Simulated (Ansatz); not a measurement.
Reaction (SMILES): [SiH3]Br [bromosilane] -> [SiH2-]Br + H+
Geometries: B3LYP-D3(BJ)/def2-TZVP minima from Ansatz (a program for electronic structure).

Quantity: gas-phase deprotonation energy (electronic energy difference), in eV. Cores are frozen in the correlated levels unless marked. Spin-orbit coupling is left out. Frozen are the shells of the preceding noble gas and the d and f shells that filled before the atom's block. No relativistic terms. Anions need diffuse functions: def2-D sets add few; the other sets have none. CBS(X,Y): correlation extrapolated as X^-3; Hartree-Fock from the larger set.

| level | program | gas-phase deprotonation energy (eV) |
|---|---|---|
| BLYP/def2-TZVPD | Ansatz | (withheld) |
| PBE0/STO-3G | Ansatz | 20.26 |
| B2GP-PLYP-D3(BJ)/def2-TZVPD | Ansatz + dftd3 | 15.78 |
| B2PLYP-D3(BJ)/def2-TZVPD | Ansatz + dftd3 | 15.75 |
| B2PLYP-D4/def2-TZVPD | Ansatz + dftd4 | 15.73 |
| CCSD(T)/CBS(def2-TZVPPD,def2-QZVPPD) | Ansatz | 15.78 |

Some entries are withheld; supply them.


- BLYP/def2-TZVPD, gas-phase deprotonation energy (eV): 15.58
